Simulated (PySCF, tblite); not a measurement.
Isomers of C8H13FSi, one GFN2-xTB conformer each. Single-point energies are computed at PBE0/pcSseg-1 (PySCF, gas phase, no added dispersion term), electronic only.

Task: Rank them by PBE0/pcSseg-1 energy, lowest first (kJ/mol).
A. `[CH:1]#[C:2][CH2:3][C@@:4]([F:5])([SiH2:6][CH3:7])[C:8](=[CH2:9])[CH3:10]` with C2–C3–C4–F5 73°, C3–C4–Si6–C7 -65°, C3–C4–C8–C9 130°
B. `[CH3:1][CH2:2][CH2:3][C:4]#[C:5][CH2:6][Si@@H:7]1[CH2:8][C@@H:9]1[F:10]` with C1–C2–C3–C4 63°, C5–C6–Si7–C8 -178°
C. `[CH:1]#[C:2][CH2:3][C@:4]([F:5])([SiH2:6][CH3:7])[CH:8]1[CH2:9][CH2:10]1` with C2–C3–C4–F5 179°, C3–C4–Si6–C7 171°, C3–C4–C8–C9 -79°
D. `[CH3:1][C@@H:2]([F:3])[C:4]1=[CH:5][SiH2:6][CH2:7][CH:8]=[CH:9][CH2:10]1` with C1–C2–C4–C5 -102°, C4–C5–Si6–C7 -8°, C5–Si6–C7–C8 -44°, Si6–C7–C8–C9 67°, C8–C9–C10–C4 -81°

Result: D (0.0), A (167.3), C (175.6), B (197.2).

As drawn, the lowest has a C=C bond outside aromatic rings, which the highest lacks; the highest has a three-membered ring and a C≡C bond, which the lowest lacks. Neighbours under 10 kJ/mol apart (C#CC[C@@](F)([SiH2]C)C(=C)C and C#CC[C@](F)([SiH2]C)C1CC1) can change places with a better method, another conformer or zero-point energy. GFN2-xTB itself gives, in the same order: 0.0, 150.1, 138.6, 198.3. Both levels put the same isomer lowest; measured from each level's own lowest isomer, the values differ by up to 37.0 kJ/mol (C#CC[C@](F)([SiH2]C)C1CC1: 138.6 against 175.6).

Task: Which frontier levels, dipoles and rotational constants go with these structures?

Result: 
```
                     SMILES  HOMO (eV, PBE0/pcSseg-1)  LUMO (eV)  dipole (D)       A, B, C (MHz)
 C[C@@H](F)C1=C[SiH2]CC=CC1                     -6.79      -0.44        2.09  1920, 773.7, 609.2
C#CC[C@@](F)([SiH2]C)C(=C)C                     -7.02       0.18        1.76  1515, 856.8, 721.5
  C#CC[C@](F)([SiH2]C)C1CC1                     -7.51       0.71        1.22   1238, 1019, 730.6
   CCCC#CC[Si@@H]1C[C@@H]1F                     -6.84       0.34        1.88  2237, 410.2, 393.7
```

Task: What happens when harmonic zero-point energies from GFN2-xTB frequencies are added?

Result: 
| SMILES | ZPE (kJ/mol) | electronic (kJ/mol) | with ZPE (kJ/mol) |
| --- | --- | --- | --- |
| C[C@@H](F)C1=C[SiH2]CC=CC1 | 481.7 | 0.0 | 0.0 |
| C#CC[C@@](F)([SiH2]C)C(=C)C | 466.6 | 167.3 | 152.1 |
| C#CC[C@](F)([SiH2]C)C1CC1 | 471.4 | 175.6 | 165.2 |
| CCCC#CC[Si@@H]1C[C@@H]1F | 481.4 | 197.2 | 196.9 |

The zero-point energies span 15.1 kJ/mol. The order is unchanged.
